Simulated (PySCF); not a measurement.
Match the calculated data to a structure.

All candidates are C6H14O.

* 1H NMR: chemical shifts (computed TMS as zero) by class: 3.86 (2 H), 1.48 (2 H), 1.31 (2 H), 1.22 (2 H), 1.09 (2 H), 1.06 (3 H), -0.04 (1 H) ppm [GIAO PBE0/pcSseg-1]
* 13C NMR: chemical shifts (computed TMS as zero) by class: 69.4 (1 C), 41.4 (1 C), 38.5 (1 C), 30.8 (1 C), 28.7 (1 C), 17.3 (1 C) ppm [GIAO PBE0/pcSseg-1]
* Rotational structure: rotational constants A, B, C: 12.784, 0.730, 0.710 GHz [GFN2-xTB]
* Dipole: 1.78 D [PBE0/pcSseg-1]
* NMR, other nuclei: isotropic shieldings of nuclei other than C and H, by class: 290 (1 O) ppm [GIAO PBE0/pcSseg-1]

Gas-phase values; electronic properties from PySCF, density fitting. Levels stand in brackets. Isolated species at its GFN2-xTB geometry (one conformer only). Each NMR value is the plain mean over a class of atoms that symmetry, rotation or inversion makes alike.

Task: Which candidate is it?
A. `CCCOCCC`
B. `CCOC(C)(C)C`
C. `CCCCCCO`
D. `COCC(C)(C)C`

Result: C. It is `CCCCCCO`. Numbering: `[CH3:1][CH2:2][CH2:3][CH2:4][CH2:5][CH2:6][OH:7]`. Its formula, C6H14O, gives 0 degrees of unsaturation, so no ring and no π bond. 6 carbons fall into 6 classes; from least to most shielded: carbinol carbon (C–OH) [C6] (69.4 ppm), chain CH2 carbon [C5] (41.4 ppm), chain CH2 carbon [C3] (38.5 ppm), chain CH2 carbon [C4] (30.8 ppm), chain CH2 carbon [C2] (28.7 ppm), methyl carbon [C1] (17.3 ppm). Hydrogen classes from least to most shielded: 2 H on a carbinol carbon (C–OH), C6 (3.86 ppm), 2 H on a chain CH2 carbon, C5 (1.48 ppm, a mean of values up to 0.6 ppm apart in this geometry), 2 H on a chain CH2 carbon, C2 (1.31 ppm), 2 H on a chain CH2 carbon, C3 (1.22 ppm), 2 H on a chain CH2 carbon, C4 (1.09 ppm), 3 H on a methyl carbon, C1 (1.06 ppm), 1 H on an alcohol oxygen, O7 (-0.04 ppm). The other shieldings belong to: 290 ppm, alcohol oxygen [O7]. By its constants the optimised geometry is an asymmetric top.

The others, at the same levels:
- `COCC(C)(C)C` fails: it has 4 carbon classes against 6; its computed 13C shifts are 87.2 (1 C), 61.4 (1 C), 34.8 (1 C), 28.2 (3 C) ppm, 1H shifts are 3.56 (3 H), 3.04 (2 H), 0.94 (9 H) ppm and rotational constant A is 4.257 GHz (against 12.784 GHz).
- `CCCOCCC` fails: it has 3 carbon classes against 6; its computed 13C shifts are 77.7 (2 C), 26.8 (2 C), 11.6 (2 C) ppm, 1H shifts are 3.51 (4 H), 1.65 (4 H), 0.89 (6 H) ppm and rotational constant A is 8.537 GHz (against 12.784 GHz).
- `CCOC(C)(C)C` fails: it has 4 carbon classes against 6; its computed 13C shifts are 74.5 (1 C), 60.5 (1 C), 29.6 (3 C), 18.6 (1 C) ppm, 1H shifts are 3.58 (2 H), 1.25 (3 H), 1.24 (9 H) ppm and rotational constant A is 4.113 GHz (against 12.784 GHz).

Each candidate is one conformer, not necessarily the lowest. Dipoles, sizes and rotational constants follow the conformer. The torsions of the flexible species, by atom-mapped SMILES:
- `[CH3:1][O:2][CH2:3][C:4]([CH3:5])([CH3:6])[CH3:7]`: C1–O2–C3–C4 180°, O2–C3–C4–C5 -60°
- `[CH3:1][CH2:2][CH2:3][O:4][CH2:5][CH2:6][CH3:7]`: C1–C2–C3–O4 -179°, C2–C3–O4–C5 -164°, C3–O4–C5–C6 -70°, O4–C5–C6–C7 -172°
- `[CH3:1][CH2:2][O:3][C:4]([CH3:5])([CH3:6])[CH3:7]`: C1–C2–O3–C4 180°, C2–O3–C4–C5 180°

The conformers of `CCCCCCO` aren't listed.
